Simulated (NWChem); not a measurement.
System: CH$_{3}$ClF$_{2}$Si; SMILES Cl[SiH2]C(F)F

NWChem input:

```
start job
memory heap 200 mb stack 900 mb global 1100 mb
geometry units angstroms
  F      1.657291     0.452887     0.909484
  C      1.166676    -0.191676    -0.186015
  F      1.898875    -1.333847    -0.306075
  Si    -0.716125    -0.609596     0.056167
  Cl    -1.719795     1.084026    -0.288924
  H      1.412271     0.433842    -1.057160
  H     -0.869995    -1.056778     1.432900
  H     -1.027856    -1.631347    -0.935198
end
basis spherical
  * library def2-svp
end
dft
  xc pbe0
  iterations 150
end
driver
  maxiter 120
end
task dft optimize
task dft freq
```

Parts of the log:

```
             Northwest Computational Chemistry Package (NWChem) 7.3.0
             --------------------------------------------------------

 C1  symmetry detected

                             Geometry "geometry" -> ""
                             -------------------------

 Output coordinates in angstroms (scale by  1.889725989 to convert to a.u.)

  No.       Tag          Charge          X              Y              Z
 ---- ---------------- ---------- -------------- -------------- --------------
    1 F                    9.0000     1.29358884     1.43431191    -0.35437414
    2 C                    6.0000     0.18377218     1.12999064     0.37499418
    3 F                    9.0000    -0.61517130     2.23149076     0.31607757
    4 Si                  14.0000    -0.72471732    -0.41391225    -0.37949872
    5 Cl                  17.0000     0.30499088    -2.02103299     0.21351114
    6 H                    1.0000     0.51007139     1.03221164     1.42115449
    7 H                    1.0000    -0.68804928    -0.25332549    -1.82584198
    8 H                    1.0000    -2.06921555    -0.39872176     0.18268421

 Effective nuclear repulsion energy (a.u.)     292.6071105949

                                Z-matrix (autoz)
                                --------

 Units are Angstrom for bonds and degrees for angles

      Type          Name      I     J     K     L     M      Value
      ----------- --------  ----- ----- ----- ----- ----- ----------
    1 Stretch                  1     2                       1.36245
    2 Stretch                  2     3                       1.36201
    3 Stretch                  2     4                       1.94377
    4 Stretch                  2     6                       1.10022
    5 Stretch                  4     5                       1.99870
    6 Stretch                  4     7                       1.45569
    7 Stretch                  4     8                       1.45738
    8 Bend                     1     2     3               105.90377
    9 Bend                     1     2     4               110.50789
   10 Bend                     1     2     6               106.69628
   11 Bend                     2     4     5               106.42209
   12 Bend                     2     4     7               106.63482
   13 Bend                     2     4     8               105.85314
   14 Bend                     3     2     4               110.57326
   15 Bend                     3     2     6               106.67686
   16 Bend                     4     2     6               115.91980
   17 Bend                     5     4     7               111.74761
   18 Bend                     5     4     8               111.66723
   19 Bend                     7     4     8               113.91369
   20 Torsion                  1     2     4     5          78.42496
   21 Torsion                  1     2     4     7         -40.99508
   22 Torsion                  1     2     4     8        -162.63892
   23 Torsion                  3     2     4     5        -164.64594
   24 Torsion                  3     2     4     7          75.93402
   25 Torsion                  3     2     4     8         -45.70982
   26 Torsion                  5     4     2     6         -43.09730
   27 Torsion                  6     2     4     7        -162.51734
   28 Torsion                  6     2     4     8          75.83882

                           NWChem Geometry Optimization
                           ----------------------------

 maximum gradient threshold         (gmax) =   0.000450
 rms gradient threshold             (grms) =   0.000300
 maximum cartesian step threshold   (xmax) =   0.001800
 rms cartesian step threshold       (xrms) =   0.001200
 fixed trust radius                (trust) =   0.300000
 source of zmatrix                         =   autoz

          -------------------
          Energy Minimization
          -------------------

 Using diagonal initial Hessian
 Scaling for Hessian diagonals: bonds = 1.00  angles = 0.25  torsions = 0.10

          --------
          Step   0

                                 NWChem DFT Module
                                 -----------------

 Summary of "ao basis" -> "ao basis" (spherical)
 ------------------------------------------------------------------------------
       Tag                 Description            Shells   Functions and Types
 ---------------- ------------------------------  ------  ---------------------
 F                          def2-svp                 6       14   3s2p1d
 C                          def2-svp                 6       14   3s2p1d
 Si                         def2-svp                 8       18   4s3p1d
 Cl                         def2-svp                 8       18   4s3p1d
 H                          def2-svp                 3        5   2s1p

            General Information
            -------------------
          SCF calculation type: DFT
          Wavefunction type:  closed shell.
          No. of atoms     :     8
          No. of electrons :    58
           Alpha electrons :    29
            Beta electrons :    29
          Charge           :     0
          Spin multiplicity:     1
          Use of symmetry is: off; symmetry adaption is: off
          Maximum number of iterations: 150
          AO basis - number of functions:    93
                     number of shells:    43
          Convergence on energy requested:  1.00D-06
          Convergence on density requested:  1.00D-05
          Convergence on gradient requested:  5.00D-04

              XC Information
              --------------
                         PBE0 Method XC Functional
                     Hartree-Fock (Exact) Exchange  0.250
          PerdewBurkeErnzerhof Exchange Functional  0.750
            Perdew 1991 LDA Correlation Functional  1.000 local
           PerdewBurkeErnz. Correlation Functional  1.000 non-local

             Grid Information
             ----------------
          Grid used for XC integration:  medium
          Radial quadrature: Mura-Knowles
          Angular quadrature: Lebedev.
          Tag              B.-S. Rad. Rad. Pts. Rad. Cut. Ang. Pts.
          ---              ---------- --------- --------- ---------
          F                   0.50       49          11.0       434
          C                   0.70       49           8.0       434
          Si                  1.10       88           8.0       590
          Cl                  1.00       88          10.0       590
          H                   0.35       45          10.0       434
          Grid pruning is: on
          Number of quadrature shells:   458
          Spatial weights used:  Erf1

      Superposition of Atomic Density Guess
      -------------------------------------

 Sum of atomic energies:        -985.76973382

      Non-variational initial energy
      ------------------------------

 Total energy =    -987.226034
 1-e energy   =   -1948.851009
 2-e energy   =     669.017864
 HOMO         =      -0.300455
 LUMO         =       0.072209

   convergence    iter        energy       DeltaE   RMS-Dens  Diis-err
 ---------------- ----- ----------------- --------- --------- ---------
 d= 0,ls=0.0,diis     1   -988.2757040721 -1.28D+03  1.42D-02  9.72D-01
 d= 0,ls=0.0,diis     2   -988.2251728078  5.05D-02  7.53D-03  1.69D+00
 d= 0,ls=0.0,diis     3   -988.3845618687 -1.59D-01  1.01D-03  1.74D-02
 d= 0,ls=0.0,diis     4   -988.3857352741 -1.17D-03  4.44D-04  2.70D-03
 d= 0,ls=0.0,diis     5   -988.3860120589 -2.77D-04  1.02D-04  7.74D-05
  Resetting Diis
 d= 0,ls=0.0,diis     6   -988.3860220731 -1.00D-05  2.05D-05  3.08D-06
 d= 0,ls=0.0,diis     7   -988.3860224172 -3.44D-07  8.11D-06  3.88D-07

         Total DFT energy =     -988.386022417217
      One electron energy =    -1950.607036441660
           Coulomb energy =      745.808359746662
    Exchange-Corr. energy =      -76.194456317155
 Nuclear repulsion energy =      292.607110594937

 Numeric. integr. density =       58.000005907801

                       DFT Final Molecular Orbital Analysis
                       ------------------------------------

[...]

      ----------------------
      Optimization converged
      ----------------------

  Step       Energy      Delta E   Gmax     Grms     Xrms     Xmax
  ---- ---------------- -------- -------- -------- -------- --------
@   11    -988.39004040 -8.4D-08  0.00002  0.00001  0.00050  0.00099
                                     ok       ok       ok       ok

                                Z-matrix (autoz)
                                --------

 Units are Angstrom for bonds and degrees for angles

      Type          Name      I     J     K     L     M      Value     Gradient
      ----------- --------  ----- ----- ----- ----- ----- ---------- ----------
    1 Stretch                  1     2                       1.35462   -0.00001
    2 Stretch                  2     3                       1.36143   -0.00000
    3 Stretch                  2     4                       1.91866   -0.00001
    4 Stretch                  2     6                       1.10606   -0.00000
    5 Stretch                  4     5                       2.06360    0.00001
    6 Stretch                  4     7                       1.48528   -0.00002
    7 Stretch                  4     8                       1.48689   -0.00001
    8 Bend                     1     2     3               108.29827   -0.00000
    9 Bend                     1     2     4               110.28719    0.00000
   10 Bend                     1     2     6               108.05862    0.00000
   11 Bend                     2     4     5               108.45322   -0.00002
   12 Bend                     2     4     7               108.41681    0.00001
   13 Bend                     2     4     8               108.74149    0.00001
   14 Bend                     3     2     4               107.34922    0.00001
   15 Bend                     3     2     6               108.04544    0.00000
   16 Bend                     4     2     6               114.61993   -0.00001
   17 Bend                     5     4     7               109.97923    0.00001
   18 Bend                     5     4     8               109.30982    0.00001
   19 Bend                     7     4     8               111.86645   -0.00002
   20 Torsion                  1     2     4     5          65.45110   -0.00000
   21 Torsion                  1     2     4     7         -53.93919   -0.00001
   22 Torsion                  1     2     4     8        -175.77626    0.00000
   23 Torsion                  3     2     4     5        -176.76317    0.00000
   24 Torsion                  3     2     4     7          63.84654   -0.00000
   25 Torsion                  3     2     4     8         -57.99053    0.00000
   26 Torsion                  5     4     2     6         -56.75310    0.00000
   27 Torsion                  6     2     4     7        -176.14338   -0.00000
   28 Torsion                  6     2     4     8          62.01955    0.00001

                         Geometry "geometry" -> "geometry"
                         ---------------------------------

 Output coordinates in angstroms (scale by  1.889725989 to convert to a.u.)

  No.       Tag          Charge          X              Y              Z
 ---- ---------------- ---------- -------------- -------------- --------------
    1 F                    9.0000     1.38814400     1.33243419    -0.23919878
    2 C                    6.0000     0.19675072     1.15477411     0.38049784
    3 F                    9.0000    -0.57887505     2.24679040     0.13675662
    4 Si                  14.0000    -0.71300868    -0.36794021    -0.35089834
    5 Cl                  17.0000     0.38141869    -2.05942590     0.09582049
    6 H                    1.0000     0.38136847     1.10187191     1.46975485
    7 H                    1.0000    -0.80475874    -0.19707178    -1.82346387
    8 H                    1.0000    -2.05576958    -0.47042024     0.27943795

 Effective nuclear repulsion energy (a.u.)     291.1255752180

                Final and change from initial internal coordinates
                --------------------------------------------------

                                Z-matrix (autoz)
                                --------

 Units are Angstrom for bonds and degrees for angles

[...]

 Rotational Constants
 --------------------
 A=   0.212271 cm-1  (  0.305404 K)
 B=   0.054104 cm-1  (  0.077842 K)
 C=   0.045982 cm-1  (  0.066156 K)

 Temperature                      =   298.15K
 frequency scaling parameter      =   1.0000

 Zero-Point correction to Energy  =   26.075 kcal/mol  (  0.041553 au)
 Thermal correction to Energy     =   29.965 kcal/mol  (  0.047753 au)
 Thermal correction to Enthalpy   =   30.557 kcal/mol  (  0.048696 au)

 Total Entropy                    =   80.955 cal/mol-K
   - Translational                =   40.142 cal/mol-K (mol. weight = 115.9661)
   - Rotational                   =   27.503 cal/mol-K (symmetry #  =        1)
   - Vibrational                  =   13.310 cal/mol-K

 Cv (constant volume heat capacity) =   20.026 cal/mol-K
   - Translational                  =    2.979 cal/mol-K
   - Rotational                     =    2.979 cal/mol-K
   - Vibrational                    =   14.067 cal/mol-K

[normal modes left out]

 ----------------------------------------------------------------------------
 Normal Eigenvalue ||           Projected Infra Red Intensities
  Mode   [cm**-1]  || [atomic units] [(debye/angs)**2] [(KM/mol)] [arbitrary]
 ------ ---------- || -------------- ----------------- ---------- -----------
    1       -0.000 ||    0.000002           0.000         0.002       0.001
    2       -0.000 ||    0.000592           0.014         0.577       0.150
    3       -0.000 ||    0.000051           0.001         0.050       0.013
    4       -0.000 ||    0.000103           0.002         0.100       0.026
    5        0.000 ||    0.000050           0.001         0.049       0.013
    6        0.000 ||    0.000280           0.006         0.273       0.071
    7       65.555 ||    0.002417           0.056         2.356       0.611
    8      110.824 ||    0.004380           0.101         4.270       1.107
    9      258.500 ||    0.004344           0.100         4.235       1.098
   10      286.177 ||    0.011024           0.254        10.747       2.785
   11      506.010 ||    0.025070           0.578        24.439       6.335
   12      566.102 ||    0.060627           1.399        59.102      15.319
   13      596.887 ||    0.020409           0.471        19.895       5.157
   14      679.141 ||    0.004147           0.096         4.042       1.048
   15      774.201 ||    0.008220           0.190         8.013       2.077
   16      854.031 ||    0.248279           5.728       242.035      62.734
   17      936.289 ||    0.093822           2.165        91.462      23.707
   18     1122.245 ||    0.152866           3.527       149.021      38.626
   19     1156.020 ||    0.091786           2.118        89.478      23.192
   20     1335.528 ||    0.031211           0.720        30.426       7.886
   21     1372.984 ||    0.008731           0.201         8.511       2.206
   22     2270.629 ||    0.067244           1.551        65.553      16.991
   23     2288.470 ||    0.087205           2.012        85.012      22.035
   24     3068.699 ||    0.026971           0.622        26.292       6.815
 ----------------------------------------------------------------------------
```

Level: PBE0/def2-SVP.
